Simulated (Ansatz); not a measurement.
Job for Ansatz (a program for electronic structure): R-BLYP/def2-TZVPP on CH6AlAs (SMILES [CH3][AlH][AsH2]), a point of a torsion scan.

Ansatz 0.2 input:
```yaml
crystal:
  periodic: [false, false, false]
  atoms:
    - {symbol: C, position_ang: [-1.39127863, 0.05319750, -0.33235396]}
    - {symbol: Al, position_ang: [-0.00313748, -0.46204364, 0.99960889]}
    - {symbol: As, position_ang: [2.04641578, -1.61649003, 0.46658946]}
    - {symbol: H, position_ang: [-2.24085014, -0.64180485, -0.34963415]}
    - {symbol: H, position_ang: [-1.82049089, 1.03777124, -0.10847929]}
    - {symbol: H, position_ang: [-1.01494924, 0.10109817, -1.36384639]}
    - {symbol: H, position_ang: [-0.35889114, -0.04187098, 2.46215757]}
    - {symbol: H, position_ang: [1.08729639, -2.41554760, -0.40120042]}
    - {symbol: H, position_ang: [2.07538870, -0.56430488, -0.63033764]}
basis:
  gaussian:
    orbitals: def2-TZVPP
hamiltonian:
  xc: {name: BLYP}
scf: {lower_state_search: off}
```

It printed:

```
WARN ansatz: RAYON_NUM_THREADS=1 ignored (pool sized by the plan → 1); use --threads N
Functional definition: BLYP
these checks for a lower state are left out or cut short: stability, starts, cluster_reference, orbital_swaps, neighbouring_geometries, increment
integrals: 0.12 GiB planned
1176 factors; their error is unknown
mean field: 0.82 GiB planned
mean field evaluation 1: about -68562.8008 eV, gradient 7.1e1 eV
mean field evaluation 2: about -68539.1558 eV, gradient 1.0e2 eV
mean field evaluation 4: about -68574.1343 eV, gradient 9.1e0 eV
mean field evaluation 8: about -68574.3682 eV, gradient 3.5e-1 eV
mean field evaluation 16: about -68574.3684 eV, gradient 5.1e-5 eV
mean field -68574.36838112 eV, -2520.0615566299 hartree, gradient 4.7e-6 eV, S^2 0.000000; 0 other end points of the search recorded, 0 dependent functions left out
reference -68574.36876677 eV, -2520.0615708023 hartree; 29, 29 occupied and 176, 176 virtual orbitals, 1176 factors
Total energy: -68574.36876677 eV, -2520.0615708023 hartree
Checks for a lower state left out: stability, starts, cluster_reference, orbital_swaps, neighbouring_geometries, increment
```

The calculation finished and met its thresholds.

Cost: around 2.2 core-seconds (rough).
